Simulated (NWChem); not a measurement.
**Total energies of GeI**

```xyz
2

Ge     0.0000     0.0000     1.5796
I      0.0000     0.0000    -0.9537
```
Charge 0, spin multiplicity 2.

Everything below was run with NWChem. The geometry was optimised at UPBE0/def2-SVP with def2 effective core potentials on I, a minimum by its harmonic frequencies.

Basis set: def2-QZVP (157 functions).

```json
[
 {"method": "UHF", "total energy (Ha)": "-2372.09067", "relative cost": "1"},
 {"method": "UMP2", "total energy (Ha)": "-2373.01304", "relative cost": "under 3"},
 {"method": "UB2PLYP", "total energy (Ha)": "-2374.29443", "relative cost": "5"},
 {"method": "UPBE", "total energy (Ha)": "-2374.43974", "relative cost": "under 3"},
 {"method": "UB3LYP", "total energy (Ha)": "-2374.90529", "relative cost": "under 3"},
 {"method": "UCAM-B3LYP", "total energy (Ha)": "-2374.88372", "relative cost": "8"}
]
```

Total energies of different functionals aren't comparable as a measure of quality: only differences taken within one method are. The cost column gives rough processor time relative to UHF; each entry includes its own SCF.

Effective core potentials replace the inner electrons of I; spin-orbit coupling is left out. The correlated methods keep 13 core orbitals frozen. B3LYP has NWChem's definition, with VWN1-RPA local correlation. GW and range-separated runs recompute their integrals, the others keep them in memory, which bears on the times. This spin state was chosen for the runs; another may lie lower. The structure started from a generated list of species. The unpaired electrons of the parent sit in orbitals of symmetry b1 (C2v labels of the run); other states weren't searched. No SCF solution was tested for a lower state. Open-shell Hartree-Fock references start from PBE0 orbitals; any time given for them includes that run.
